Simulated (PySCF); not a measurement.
## Electric field gradients and quadrupole coupling constants

Compound: PP3SOO nortricyclane, O2P4S.
Geometry (PBE0-D3(BJ)/def2-SVP, Å), atoms numbered from 1 in this order:
```
atom  x, y, z in Å
P1    -0.1166   -1.5372    0.2291
S2    -1.9146   -0.3971   -0.0844
P3    -0.9615    1.4688   -0.3206
P4     0.9749    0.7297   -1.2240
O5     0.7336   -0.9291   -1.0616
P6     0.8149    1.0966    1.0271
O7     0.5612   -0.5338    1.3659
```

Field gradients from the PBE0/pcSseg-1 density (PySCF, non-relativistic), principal values in atomic units, ordered |Vxx| ≤ |Vyy| ≤ |Vzz|:

```tsv
atom	Vxx	Vyy	Vzz
S2	0.1344	2.0568	-2.1912
O5	-0.3753	-1.1298	1.5051
O7	-0.3747	-1.1303	1.5050
```

Q: Find the asymmetry η = (Vxx − Vyy)/Vzz and the couplings χ = eQV/h (234.96 MHz × Q in barn × V in au), with Q(33S) = −0.0678 b, Q(17O) = −0.0256 b.

A: 
```tsv
atom	environment	nucleus	η	χzz (MHz)	χxx (MHz)	χyy (MHz)
S2	sulfur bonded to 2 P	33S	0.88	34.91	-2.14	-32.77
O5	oxygen bonded to 2 P	17O	0.50	-9.05	2.26	6.80
O7	oxygen bonded to 2 P	17O	0.50	-9.05	2.25	6.80
```

The tensor is traceless: Vxx + Vyy + Vzz = 0.

Q: What is Vzz at S2 in SI units (1 au = 9.71736 × 10²¹ V/m²)?

A: -2.1912 au = -21.293 × 10²¹ V/m².

Q: And the gradient at the other heavy atoms, for which no coupling is worked out here?

A: 
| atom | environment | Vzz (au) | η |
| --- | --- | --- | --- |
| P1 | phosphorus bonded to 2 O and S | -1.593 | 0.32 |
| P3 | phosphorus bonded to 2 P and S | 0.948 | 0.56 |
| P4 | phosphorus bonded to O and 2 P | 1.339 | 0.37 |
| P6 | phosphorus bonded to O and 2 P | 1.340 | 0.37 |

One conformer (not necessarily the lowest) at the PBE0-D3(BJ)/def2-SVP geometry, without solvent, vibrations or thermal averaging. With so small a basis the couplings can be 20 % off.
